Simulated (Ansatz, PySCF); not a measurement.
Pair of molecules: N2 (SMILES N#N) (first 2 atoms) with PH3 (SMILES P); geometry from B3LYP-D3(BJ)/def2-TZVP, rigid monomers moved along the line of their centres of mass till N2···H6 is 3.77 Å.
(charge 0, multiplicity 1):
```tsv
atom	x (Å)	y (Å)	z (Å)
N	-0.4741	0.5288	-0.2586
N	0.5442	0.1394	-0.2948
P	0.2006	-0.2865	4.2173
H	-0.7854	-0.9028	3.4046
H	-0.0049	0.9927	3.6395
H	1.2556	-0.6105	3.3260
```

Counterpoise-corrected where a basis set is named; no monomer relaxation.

Correlated levels freeze the cores. CBS: X⁻³ extrapolation of the correlation energy, Hartree–Fock from the larger set.

Run with Ansatz (a first-principles code); PySCF for the dispersion terms. Each number belongs to the level named beside it.

PBE/def2-TZVPPD gives -0.16 kcal/mol for the interaction energy.

Where do these levels fall relative to PBE: PBE-D3(BJ)/def2-TZVPPD, r2SCAN/def2-TZVPPD, PBE0/def2-TZVPPD, wB97M-V/def2-TZVPPD, MP2/CBS(aug-cc-pV(D+d)Z, aug-cc-pV(T+d)Z), CCSD(T)/CBS(aug-cc-pV(D+d)Z, aug-cc-pV(T+d)Z).

PBE-D3(BJ)/def2-TZVPPD -0.35; r2SCAN/def2-TZVPPD -0.04; PBE0/def2-TZVPPD 0.05; wB97M-V/def2-TZVPPD -0.17; MP2/CBS(aug-cc-pV(D+d)Z, aug-cc-pV(T+d)Z) -0.23; CCSD(T)/CBS(aug-cc-pV(D+d)Z, aug-cc-pV(T+d)Z) -0.18 kcal/mol. 1 of 6 lie above PBE; the widest gap is to PBE-D3(BJ)/def2-TZVPPD.
